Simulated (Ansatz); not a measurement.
## Relative stability

Two relaxed structures of CH4GeSi, singlet (PBE0-D4/def2-TZVP; forces vanish, vibrations not checked).

A:

```
7
angstrom
C -0.7999 -0.6165 -0.3165
Si -0.1985 0.7871 -1.0726
Ge 0.6690 -0.0420 0.8543
H -1.5030 -1.4374 -0.2996
H -0.5245 1.5723 -2.2976
H 0.3694 0.5749 2.2342
H 1.9874 -0.8383 0.8977
```

B:

```xyz
7
angstrom
C -0.9415 -0.6574 -0.1466
Si -0.2069 0.6220 -1.2429
Ge 0.7447 0.0890 0.8349
H -1.1969 -1.6280 -0.5708
H -1.5822 -0.4435 0.7115
H 0.1868 0.2231 2.2573
H 2.0176 -0.7795 0.8311
```

Computed with Ansatz 0.2.0 (basis: def2-TZVPP); correlated methods freeze the cores. Filled d shells of the heavier atoms are correlated. The def2 sets are not built for correlating such inner shells, so the correlated values are less sure here. B3LYP uses VWN-RPA correlation.

Question: Which structure is lower at CCSD(T), and by how much? (Judge from chemistry; the value comes from the calculation.)

Answer: By the calculation: B, by 43.5 kJ/mol (electronic energy, against the other). By their contacts, A is CH₄GeSi ([CH]1[SiH][GeH2]1) and B is CH₄GeSi ([CH2]1[Si][GeH2]1).

All methods give the same order:

| method | E(B) − E(A) (kJ/mol) |
| --- | --- |
| PBE-D4 | -49.7 |
| r2SCAN-D4 | -40.3 |
| PBE0-D4 | -49.2 |
| B3LYP-D4 | -53.5 |
| wB97M-V | -59.4 |
| HF | -49.2 |
| MP2 | -34.6 |
| CCSD | -48.3 |
| CCSD(T) | -43.5 |

T1 diagnostic: at most 0.016. The restricted Hartree–Fock reference is unstable towards an unrestricted one at one or more of these structures.

Labels in which every atom is bracketed show which atoms are joined, not bond orders.

For scale, one of the runs: CCSD(T)/def2-TZVPP, 177 basis functions, launched by `ansatz run in.yaml --threads 2 --pin off --events-out ev --progress --plain --max-ram 4352MiB`. The run took 60 s on 2 CPU threads of an Arm Neoverse V2 (shared host), with 1.5 GiB of host memory at its peak.
